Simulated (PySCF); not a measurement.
## Molecular orbitals of KRb

r²SCAN at R = 4.156 Å; basis K def2-SVP, Rb def2-SVP with ECP28; scalar-relativistic core potentials; PySCF 2.14. State: ¹Σ⁺ (singlet), closed shell. Only the outer orbitals are listed, counted within each symmetry, core potentials removing the inner ones.

| orbital | occ. | ε (eV) | on K (%) | main shells (%) |
| --- | --- | --- | --- | --- |
| 5σ | 2 | -33.30 | 0 | 100 Rb s |
| 2π | 2 | -19.35 | 100 | 100 K p |
| 2π | 2 | -19.35 | 100 | 100 K p |
| 6σ | 2 | -19.34 | 100 | 100 K p |
| 3π | 2 | -16.40 | 0 | 100 Rb p |
| 3π | 2 | -16.40 | 0 | 100 Rb p |
| 7σ | 2 | -16.38 | 0 | 100 Rb p |
| 8σ | 2 | -2.47 | 49 | 48 Rb s, 47 K s |
| 9σ | 0 | -1.45 | 49 | 45 Rb s, 43 K s |
| 4π | 0 | -0.81 | 33 | 58 Rb p, 32 K p, 9 Rb d |
| 4π | 0 | -0.81 | 33 | 58 Rb p, 32 K p, 9 Rb d |

**Question.** Which are the highest filled and the lowest empty level, where do they sit, and how wide is the gap?

**Answer.** Highest filled 8σ at -2.47 eV (in %: 48 Rb s, 47 K s); lowest empty 9σ at -1.45 eV (in %: 45 Rb s, 43 K s); the gap at r²SCAN is 1.02 eV.

```json
{
  "bond order (Mayer)": "1.01",
  "⟨S²⟩": "0.000",
  "charge on K (Mulliken, basis-dependent)": "0.01",
  "charge on K (Löwdin, basis-dependent)": "0.10",
  "dipole moment (positive dipole means K(−)Rb(+))": "0.44 D"
}
```

Closed-shell solutions of metal pairs were not tested for spin polarisation, which can lower them a little.
